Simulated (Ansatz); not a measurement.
Basis-set extrapolation for AlFH$_{6}$O$_{2}$Si$_{2}$ (`[F][Al]([O][SiH3])[O][SiH3]`) (PBE0-D4/def2-TZVP geometry, frozen core, Ansatz 0.2.0). Multiplicity 1, RHF reference.

```csv
,def2-TZVPP,def2-QZVPP
HF,-1072.895571,-1072.935267
MP2 correlation,-1.035229,-1.122721
CCSD(T) correlation,-1.111584,not run
```

Energies in hartree. Use E(X) = E(∞) + A·exp(−7.88·√X) for Hartree–Fock and E(X) = E(∞) + B·X^(−2.97) for correlation, with X = 3 and 4, and add CCSD(T) minus MP2 of the smaller set to the MP2 limit.

**Question.** What is the CCSD(T) energy at the basis-set limit?

**Answer.** HF limit: -1072.935267 + (-0.039696) × 0.13774 = -1072.94073. MP2 limit: -1.122721 + (-0.087492) × 0.74074 = -1.18753. Higher-order term: -1.111584 − (-1.035229) = -0.07635. Total: -1074.20461 hartree, 123.9 kcal/mol below CCSD(T)/def2-TZVPP.
